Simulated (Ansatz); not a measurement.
The cluster Ge₃Cl. Total charge 0; doublet. Geometry r2SCAN-D4/def2-SVP, basis def2-TZVP, Ansatz.

```xyz
4

Ge   -1.325   -1.327   -0.419
Ge    0.694   -1.549    1.113
Ge    0.328    0.438    0.063
Cl    0.303    2.439   -0.756
```

```tsv
run	HOMO (eV)	LUMO (eV)
A	-5.59	-4.36
B	-5.22	-4.47
C	-6.17	-3.79
D	-5.92	-4.09
```

Another isomer (doublet) lies 0.17 eV lower at PBE0-D4/def2-TZVP; other spin states weren't run for this one.

HOMO and LUMO are taken over both spins.

**Question.** The runs used PBE, PBE0, r2SCAN, r2SCANh. Estimate which is which.

**Answer.** A r2SCAN (0 % exact exchange); B PBE (0 % exact exchange); C PBE0 (25 % exact exchange); D r2SCANh (10 % exact exchange). Exact exchange lowers occupied and raises empty levels; among semilocal functionals meta-GGAs tend to open the gap a little, and such runs are hard to tell apart. The gap grows from 0.75 eV (PBE) to 2.38 eV (PBE0).
